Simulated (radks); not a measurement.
Values are calculated unless marked as measured or tabulated.
Sm III, 60 electrons, occupied as [Kr] 4d10 4f6 5s1 5p6 6s1 (not the ground configuration). Code: a radial shooting solver on a logarithmic mesh with Libxc functionals. Model: scalar-relativistic Kohn-Sham, PBE, spin-polarised, spherical densities, finite nucleus; open shells are filled with parallel spins first (spin-orbit coupling, left out, can overturn this in heavy ions); Fermi nuclear charge, rms radius 5.0819 fm.

Unscreened Slater integrals over Kohn-Sham orbitals (hartree). They are taken over the spin-up orbitals.

\begin{tabular}{lr}
integral & value \\ \hline
F0(6s,6s) & 0.26606 \\
F0(6s,4f) & 0.34335 \\
G3(6s,4f) & 0.016195 \\
F0(6s,5p) & 0.32532 \\
G1(6s,5p) & 0.028509 \\
F0(6s,5s) & 0.33119 \\
G0(6s,5s) & 0.016241 \\
F0(4f,4f) & 0.99319 \\
F2(4f,4f) & 0.46188 \\
F4(4f,4f) & 0.28773 \\
F6(4f,4f) & 0.20641 \\
F0(4f,5p) & 0.66608 \\
F2(4f,5p) & 0.24250 \\
G2(4f,5p) & 0.13664 \\
G4(4f,5p) & 0.10392 \\
F0(4f,5s) & 0.74165 \\
G3(4f,5s) & 0.15394 \\
F0(5p,5p) & 0.56427 \\
F2(5p,5p) & 0.30486 \\
F0(5p,5s) & 0.60185 \\
G1(5p,5s) & 0.40362 \\
F0(5s,5s) & 0.65051 \\
\end{tabular}

Derived for the open shells (J is the average intra-shell exchange parameter used in DFT+U). 4f: F4/F2 = 0.623, F6/F2 = 0.447, J = (286 F2 + 195 F4 + 250 F6)/6435 = 0.03727 hartree.
